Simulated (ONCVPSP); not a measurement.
**What one change does to a pseudopotential (ruthenium, ONCV)**

Ru, optimised norm-conserving Vanderbilt (ONCV), made with ONCVPSP 4.0.1 (revPBE, scalar-relativistic). Core [Ar] 3d10, reference 4s2 4p6 4d7 5s1. Waves: 4s+5s: rc 1.50 bohr, ncon 4, nbas 9, qcut 7.5 1/bohr, 2 projectors; 4p: rc 1.75 bohr, ncon 4, nbas 7, qcut 8 1/bohr, 2 projectors, debl 2 Ha; 4d: rc 1.80 bohr, ncon 3, nbas 7, qcut 9.8 1/bohr, 2 projectors, debl 0.3 Ha. Local part: polynomial inside 1.35 bohr (lpopt 5, dvloc0 1 Ha). Core correction: none.

Change: d: qcut 6.2.

Cutoffs: the cutoffs (Ha) at which the residual kinetic energy of the hardest occupied pseudo-wave falls to 1 and 0.1 mHa per electron; they do not see the model core or the augmentation charge, which bear on the density cutoff. Errors are all-electron minus pseudo energies relative to the spin-unpolarised reference configuration.

Q: What does the change do?

A: The potential gets neither clearly harder nor softer (25 Ha and 30 Ha → 22 Ha and 37 Ha); the s channel sets the loose cutoff, while the largest relative change is in d, which becomes softer; of the 4 tests that both files solve, the error grows in 3 and shrinks in 1 by more than 15 % and 0.3 meV (median size 4.2 → 9.8 meV); the range in which the d phases agree narrows (upper end at the end of the scan → 2.7); neither file shows a bound ghost.

| quantity | base | changed |
| --- | --- | --- |
| cutoff, loose | 25 Ha | 22 Ha |
| cutoff, tight | 30 Ha | 37 Ha |
| loose cutoff by channel | s 22 Ha, p 15 Ha, d 25 Ha | s 22 Ha, p 15 Ha, d 17 Ha |
| bound ghosts | none | none |
| GHOST(+) flags under 300 eV | none | none |
| error for 4s2 4p6 4d7 5s0, meV [ΔE 7.17 eV] | -1.5 | -0.8 |
| error for 4s2 4p6 4d6 5s0, meV [ΔE 25.27 eV] | +1.4 | -3.6 |
| error for 4s2 4p6 4d5 5s0, meV [ΔE 55.81 eV] | +6.9 | +16 |
| error for 4s2 4p5 4d7 5s1, meV [ΔE 52.33 eV] | -71 | -127 |
| s: phases at 1.52 bohr within 0.05 rad from the reference energy up to (Ha; the scan ends near 5) | to the end of the scan | to the end of the scan |
| p: phases at 1.77 bohr within 0.05 rad from the reference energy up to (Ha; the scan ends near 5) | to the end of the scan | to the end of the scan |
| d: phases at 1.83 bohr within 0.05 rad from the reference energy up to (Ha; the scan ends near 5) | to the end of the scan | 2.7 |
